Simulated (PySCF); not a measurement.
**Nd (neodymium, neutral) across methods**

[Xe] 4f4 5d2, one real determinant (an excited configuration). Calculation: PySCF 2.14, in x2c-TZVPPall; the spin-free X2C one-electron Hamiltonian (Gaussian nucleus).

```tsv
method	E (hartree)	mean ε 5p β (eV)	mean ε 5d α (eV)	mean ε 4f α (eV)	Σ⟨r²⟩ (bohr²)	⟨S²⟩
LDA	-9615.47	-18.670	-1.289	-0.393	80.72	12.001
UHF	-9619.49505	-23.415	-3.169	-8.841	80.50	12.004
PBE0	-9622.81	-19.914	-1.845	-2.488	79.69	12.001
PBE	-9622.82	-18.437	-1.290	-0.323	81.10	12.001
r2SCAN	-9623.19	-19.024	-1.452	-0.925	80.61	12.003
```

⟨L²⟩ = 45.92 against 90 for a pure M term, so this real determinant mixes terms. Spin-orbit coupling, absent here, splits the open shell strongly.
